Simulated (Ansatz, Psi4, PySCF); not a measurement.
C$_{3}$H$_{3}$, doublet, at a GFN2-xTB geometry. Base run: PySCF with MP2/6-31G**.

PySCF was given this input:
```python
from pyscf import gto, scf, mp

mol = gto.Mole()
mol.atom = '''
    C     0.001759   -0.000791    0.334463
    C     0.008043   -0.003618    1.529031
    C    -0.005905    0.002656   -1.122681
    H     0.039968    1.030221   -1.479448
    H     0.857477   -0.551204   -1.487490
    H    -0.920825   -0.468500   -1.477940
'''
mol.basis = '6-31g**'
mol.charge = 0
mol.spin = 1
mol.verbose = 3
mol.build()

mf = scf.UHF(mol)
mf.kernel()

pt = mp.MP2(mf)
pt.kernel()
print('E(MP2) = %.10f' % pt.e_tot)
```

The same geometry, method and basis name were run in Ansatz (a quantum-chemistry and plane-wave program) and Psi4 and PySCF, at each program's defaults and at the settings that a row names. The base is PySCF at its defaults. Differences at the defaults can come from grids, fitting, cores and function types together. The rows with settings made alike still differ; the cause (another SCF solution, basis table, core potential or functional code) wasn't traced.

```csv
code and settings,ΔE vs base (mEh),basis functions,E (Eh),SCF cycles,outcome
"PySCF, defaults (exact integrals, spherical functions, all electrons correlated)",0.000,57,-115.52891,14,converged
"Psi4, defaults (density fitting with its default set, Cartesian functions, all electrons correlated)",-29.642,60,-115.55855,17,another SCF solution
"Ansatz, defaults (factorised integrals, Cartesian functions, frozen core)",-15.057,60,-115.54397,-,another SCF solution
"PySCF, frozen core",7.865,57,-115.52105,14,converged
"Psi4, exact integrals, spherical functions, frozen core",-10.950,57,-115.53986,17,another SCF solution
"Ansatz, high accuracy, frozen core, Cartesian functions as the basis file defines them",-15.060,60,-115.54397,-,another SCF solution
```

A guess, shift, damping, solver or small numerical setting can't move a converged solution much, so rows marked as another SCF solution ended in a different state.

Open shells are given as the SCF converged; they aren't shown to be the lowest states, and a large step between rows can be another state.
